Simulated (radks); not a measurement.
Charge is removed step by step from the 4s down level of Sr3+, starting from [Ar] 3d10 4s(up 1, down 1) 4p5. Method: scalar-relativistic Kohn-Sham, PBE, spin-polarised, spherical densities, point nucleus; open shells are filled with parallel spins first (spin-orbit coupling, left out, can overturn this in heavy ions); computed with a radial shooting solver on a logarithmic mesh with Libxc functionals.

\begin{tabular}{lrrr}
removed (e) & E - E(0) (eV) & eigenvalue (eV) & E minus straight line (eV) \\ \hline
0 & 0.000 & -68.444 & 0.000 \\
0.1 & 6.917 & -69.920 & -0.671 \\
0.2 & 13.982 & -71.401 & -1.194 \\
0.3 & 21.195 & -72.886 & -1.568 \\
0.4 & 28.557 & -74.377 & -1.794 \\
0.5 & 36.068 & -75.872 & -1.871 \\
0.6 & 43.729 & -77.372 & -1.798 \\
0.7 & 51.540 & -78.875 & -1.575 \\
0.8 & 59.502 & -80.383 & -1.201 \\
0.9 & 67.615 & -81.895 & -0.676 \\
1 & 75.879 & -83.410 & 0.000 \\
\end{tabular}

Removing the whole electron costs 75.879 eV by Delta-SCF, against 68.444 eV from minus the eigenvalue at the starting occupation. Slater's transition state (half an electron removed) gives 75.872 eV. Integrating minus the eigenvalue over the occupation (Janak's theorem) gives 75.890 eV. In this scalar-relativistic scheme the density is built from large components alone, so the theorem holds only approximately. The mean slope of the eigenvalue, de/dn, is 15.0 eV per electron.
